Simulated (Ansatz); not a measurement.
`C=C([SiH3])[NH][AlH2]` + `OC=S` → `C=C([SiH3])OC=S` + `[NH2][AlH2]`  (substitution at a C–N bond)

Isolated molecules relaxed with PBE0-D4/def2-TZVP in Ansatz; ΔE leaves out vibrations. CCSD(T)/CBS is the MP2 limit (def2-TZVPP, def2-QZVPP) plus CCSD(T) − MP2 in def2-TZVPP, frozen cores. This one scheme is used for every species. One conformer a species, not always the lowest.

`C=C([SiH3])[NH][AlH2]`:

```xyz
13

C     0.499    1.945    0.244
C     0.176    0.652    0.091
Si   -1.122    0.232   -1.202
N     0.757   -0.366    0.840
Al    0.520   -2.137    0.844
H     0.030    2.715   -0.353
H     1.242    2.266    0.972
H    -1.557    1.502   -1.834
H    -2.293   -0.444   -0.581
H    -0.567   -0.678   -2.239
H     1.438    0.003    1.496
H    -0.529   -2.755   -0.160
H     1.406   -2.935    1.881
```

`OC=S`:

Cartesian coordinates in Å:
```
O 0.254 0.874 0.431
C -0.130 -0.326 -0.002
S -0.784 -1.449 0.940
H 0.619 1.387 -0.300
H 0.041 -0.487 -1.070
```

`C=C([SiH3])OC=S`:

Z-matrix (Å, degrees):
```
Si
C 1 1.878
H 1 1.484 2 109.4
H 1 1.483 2 109.5 3 119.9
H 1 1.483 2 107.4 3 -120.1
O 2 1.389 1 112.9 3 -61.9
C 2 1.328 1 125.1 3 120.3
C 6 1.336 2 119.4 1 142.1
H 7 1.085 2 122.9 1 176.5
H 7 1.082 2 119.6 1 -2.0
S 8 1.606 6 123.6 2 169.6
H 8 1.093 6 112.9 2 -11.9
```

`[NH2][AlH2]`:

```xyz
6

N    -0.282   -0.455   -0.770
Al    0.250    0.402    0.680
H    -0.497   -1.438   -0.812
H    -0.415   -0.030   -1.674
H     0.404   -0.432    2.017
H     0.541    1.953    0.559
```

```tsv
species	CCSD/def2-TZVPP energy (Eh)
`C=C([SiH3])[NH][AlH2]`	-666.55819
`OC=S`	-512.05075
`C=C([SiH3])OC=S`	-879.51728
`[NH2][AlH2]`	-299.08491
```

Q: Work out ΔE.

A: ΔE = (-879.51728) + (-299.08491) − (-666.55819) − (-512.05075) = 0.00675 Eh = +17.7 kJ/mol. CCSD(T)/CBS gives +18.5 kJ/mol.

Largest T1 diagnostic among the species: 0.018.

The D4 term adds +4.2 kJ/mol with B3LYP and +1.9 kJ/mol with PBE0; it sums over pairs of atoms, weighted by their polarisabilities, and B3LYP, whose exchange is more repulsive, gets the larger term. In def2-TZVPP, CCSD(T) changes the Hartree–Fock value by +6.1 kJ/mol (the triples alone add +0.3 kJ/mol) and MP2 by +8.6 kJ/mol.

B3LYP here is the variant with VWN-RPA as its local correlation; programs differ in this.
